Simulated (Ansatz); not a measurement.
One change: `[CH3][Ta]([CH3])(=[O])[OH]` becomes `[CH3][Ta](=[O])([OH])[OH]`.

Ansatz, PBE0-D4/def2-TZVP geometries, multiplicity 1. Each molecule was computed in one conformer, which needn't be the lowest.

Elements past krypton have def2 core potentials.

```
                               property  `[CH3][Ta]([CH3])(=[O])[OH]`
HOMO–LUMO gap (ωB97M-V/def2-TZVPP) / eV                         11.09
  LUMO energy (ωB97M-V/def2-TZVPP) / eV                          0.66
      HOMO energy (PBE/def2-TZVPP) / eV                         -6.70
  HOMO energy (ωB97M-V/def2-TZVPP) / eV                        -10.43
     LUMO energy (PBE0/def2-TZVPP) / eV                         -1.41
   HOMO–LUMO gap (PBE0/def2-TZVPP) / eV                          6.67
```

(1) Give the same properties after the change, and the shifts. (Best estimate.)

Answers

(1) Computed: 
| property | `[CH3][Ta](=[O])([OH])[OH]` | shift |
| --- | --- | --- |
| HOMO–LUMO gap (ωB97M-V/def2-TZVPP) / eV | 11.67 | 0.58 |
| LUMO energy (ωB97M-V/def2-TZVPP) / eV | 1.02 | 0.36 |
| HOMO energy (PBE/def2-TZVPP) / eV | -6.91 | -0.21 |
| HOMO energy (ωB97M-V/def2-TZVPP) / eV | -10.65 | -0.22 |
| LUMO energy (PBE0/def2-TZVPP) / eV | -0.65 | 0.76 |
| HOMO–LUMO gap (PBE0/def2-TZVPP) / eV | 7.67 | 1.00 |

With PBE0 the HOMO falls by 0.24 eV and the LUMO rises by 0.76 eV, so the gap widens by about 1.00 eV. PBE moves the HOMO by -0.21 eV and ωB97M-V by -0.22 eV. The zero-point energy changes by -52.3 kJ/mol with -6 modes.
